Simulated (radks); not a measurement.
Values are calculated unless marked as measured or tabulated.
Q: Ga I, 31 electrons, occupied as [Ar] 3d10 4s2 5f1 (not the ground configuration). Code: a radial shooting solver on a logarithmic mesh with Libxc functionals. Model: Dirac Kohn-Sham, LDA (Slater exchange, Perdew-Wang correlation), spin-unpolarised, spherical densities, finite nucleus; open shells are shared between the two j in proportion to 2j + 1; Fermi nuclear charge, rms radius 3.9973 fm.

Spin-orbit splittings of the eigenvalues, e(l+1/2) - e(l-1/2), with zeta = 2 splitting/(2l+1) and mean radii in bohr:

shell  occ.  splitting (eV)  zeta (eV)  <r> j=l-1/2  <r> j=l+1/2
2p        6           27.60      18.40       0.1885       0.1920
3p        6           3.639      2.426       0.6726       0.6836
3d       10               ?          ?       0.8043       0.8106
5f        1       7.647e-07  2.185e-07        29.79        29.79

Estimate the 3d splitting.

A: 0.4641 eV (zeta = 0.1856 eV).
